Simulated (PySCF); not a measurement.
Nuclear repulsion and electron count by hand

System: AlF$_{2}$ (SMILES [F][Al][F]), doublet, geometry from GFN2-xTB (such geometries of metal compounds can be far from the true shape) (the spin is typed, not shown lowest). Level: MP2/6-311G** in PySCF. Sums are taken with unrounded values, so a last digit can differ.

Coordinates (Å):

```
atom         x         y         z
----  --------  --------  --------
Al1    0.30691   0.12979   0.10495
F2    -0.37803   1.08353  -1.07437
F3    -0.06529  -1.27100   0.92278
```

Task: Work out the nuclear repulsion energy and the numbers of alpha and beta electrons.

Result: In atomic units each pair adds Z_i Z_j / r_ij, with r in bohr (1 bohr = 0.529177 Å).
| pair | r (Å) | r (bohr) | Z_i Z_j | term (Eh) |
|---|---|---|---|---|
| Al1-F2 | 1.6642 | 3.1449 | 117 | 37.2032 |
| Al1-F3 | 1.6642 | 3.1449 | 117 | 37.2032 |
| F2-F3 | 3.1033 | 5.8643 | 81 | 13.8124 |
The sum is 88.2188 Eh; PySCF gives 88.2188 Eh. The atomic numbers add up to 31, so at charge +0 there are 31 electrons; multiplicity 2 means 1 unpaired, so 16 alpha and 15 beta.
